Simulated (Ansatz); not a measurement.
Basis-set extrapolation for C₃H₅AlF₂ (`C[CH]1[AlH][C]1(F)F`) (PBE0-D4/def2-TZVP geometry, frozen core, the Gaussian-basis code of Ansatz). Multiplicity 1, RHF reference.

```csv
,def2-TZVPP,def2-QZVPP
HF,-557.357244,-557.378057
MP2 correlation,-1.074170,-1.160891
CCSD(T) correlation,-1.148964,not run
```

Energies in hartree. Use E(X) = E(∞) + A·exp(−7.88·√X) for Hartree–Fock and E(X) = E(∞) + B·X^(−2.97) for correlation, with X = 3 and 4, and add CCSD(T) minus MP2 of the smaller set to the MP2 limit.

Q: What is the CCSD(T) energy at the basis-set limit?

A: HF limit: -557.378057 + (-0.020813) × 0.13774 = -557.38092. MP2 limit: -1.160891 + (-0.086721) × 0.74074 = -1.22513. Higher-order term: -1.148964 − (-1.074170) = -0.07479. Total: -558.68084 hartree, 458.5 kJ/mol below CCSD(T)/def2-TZVPP.
